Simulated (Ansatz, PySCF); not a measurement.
Gas-phase reaction in SMILES: CB(C)Cl [chloro(dimethyl)borane] + 3 [H][H] (H2) -> B (BH3) + 2 C (CH4) + Cl (HCl)
Structures are relaxed separately at B3LYP-D3(BJ)/def2-TZVP in Ansatz (an electronic-structure program). Frequencies are from Ansatz or PySCF.
Geometry of the first species:
```xyz
10

C      1.4255    -0.9875    -0.4063
B      0.0192    -0.3520    -0.1827
C     -1.3160    -1.0184    -0.6351
Cl    -0.0670     1.2264     0.6367
H      1.3875    -2.0783    -0.4510
H      2.1747    -0.6750     0.3208
H      1.7812    -0.6533    -1.3905
H     -1.6549    -1.6609     0.1891
H     -2.1209    -0.3108    -0.8325
H     -1.1825    -1.6752    -1.4977
```

Property: energy of full hydrogenation (0 K, with B3LYP-D3(BJ) harmonic zero-point energies), in kJ/mol. Correlated levels leave the core frozen unless marked. No spin-orbit coupling. Non-relativistic. Basis-set limits of correlation are two-point, X^-3; Hartree-Fock from the larger set.

```tsv
level	program	energy of full hydrogenation (kJ/mol)
HF/cc-pV(T+d)Z	Ansatz	28.5
RI-HF/aug-cc-pV(Q+d)Z	Ansatz	28.4
```

### Question
Predict the CCSD(T)/CBS(cc-pV(T+d)Z,cc-pV(Q+d)Z) result (Ansatz).

### Answer
92.5 kJ/mol
